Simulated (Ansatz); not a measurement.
`NC[TeH]` + `C#CN` → `NC#C[TeH]` + CH₃NH₂ at 400 K and 1 bar (formal exchange of groups at a Te–C bond).

Isolated molecules relaxed with PBE0-D4/def2-TZVP in Ansatz; ΔE leaves out vibrations. CCSD(T)/CBS adds triple-zeta CCSD(T) − MP2 to the extrapolated MP2 energy (def2 sets, frozen cores). This one scheme is used for every species. Elements past krypton have def2 core potentials. For Te outer-core shells are correlated without core-valence functions, which leaves a few kJ/mol of doubt a bond. One conformer a species, not always the lowest.

```json
{"species": "`NC[TeH]`", "CCSD(T)/CBS energy (Eh)": "-363.46767", "H − E (kJ/mol)": "184.5", "S (J/(mol·K))": "333.6"}
{"species": "`C#CN`", "CCSD(T)/CBS energy (Eh)": "-132.52893", "H − E (kJ/mol)": "136.4", "S (J/(mol·K))": "272.8"}
{"species": "`NC#C[TeH]`", "CCSD(T)/CBS energy (Eh)": "-400.25023", "H − E (kJ/mol)": "138.7", "S (J/(mol·K))": "350.9"}
{"species": "CH₃NH₂", "CCSD(T)/CBS energy (Eh)": "-95.75281", "H − E (kJ/mol)": "185.4", "S (J/(mol·K))": "256.0"}
```

H − E and S are ideal-gas, rigid-rotor, harmonic terms from PBE0-D4/def2-TZVP, for one conformer and one mirror image of each species. 1 Eh = 2625.50 kJ/mol, R = 8.31446 J/(mol·K).

Q: By hand: ΔE, ΔH, ΔS and ΔG.

A: ΔE = (-400.25023) + (-95.75281) − (-363.46767) − (-132.52893) = -0.00644 Eh = -16.9 kJ/mol. Δ(H − E) = 138.7 + 185.4 − 184.5 − 136.4 = 3.2, so ΔH = -13.7 kJ/mol. ΔS = 350.9 + 256.0 − 333.6 − 272.8 = 0.5 J/(mol·K). ΔG = -13.7 − 400 × (0.5)/1000 = -13.9 kJ/mol.

Q: By hand: the equilibrium constant, and the temperature at which ΔG would vanish if ΔH and ΔS stayed fixed.

A: log₁₀ K = −ΔG/(RT ln 10) = 1.8. ΔH and −TΔS have one sign here, so there is no such temperature. One of them is within its doubt of zero, so this could turn.

The number of gas molecules stays the same, so ΔS is small and ΔH decides. A doubt of 5 kJ/mol in ΔE shifts log₁₀ K by 0.7 here. Other conformers and mirror images would add mixing entropy, several J/(mol·K) or more a flexible species. These are equilibria of isolated gas molecules and say nothing of rates. Largest T1 diagnostic: 0.013 (customary marks: 0.02 for closed shells, 0.045 for open ones).
